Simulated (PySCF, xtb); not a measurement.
C5H5F, SMILES FC1C=CC=C1. The values are those of a single conformer.

Harmonic wavenumbers (cm⁻¹) from GFN2-xTB in xtb at its own minimum, in rising order: 171, 320, 526, 531, 693, 770, 776, 823, 874, 882, 918, 1017, 1039, 1068, 1082, 1137, 1175, 1237, 1251, 1320, 1569, 1647, 2843, 3133, 3140, 3162, 3163.

Problem. What does PBE-D3(BJ)/def2-SVP in PySCF give at its own minimum? (The exact figures need the calculation; the answer reports its results.)

Solution. 185, 322, 534, 545, 656, 689, 768, 815, 865, 928, 934, 979, 1019, 1035, 1052, 1145, 1192, 1267, 1267, 1348, 1547, 1616, 2874, 3138, 3149, 3174, 3177. Paired by order, the mean absolute difference is 22 cm⁻¹ and the zero-point energies are 51.8 and 51.8 kcal/mol.
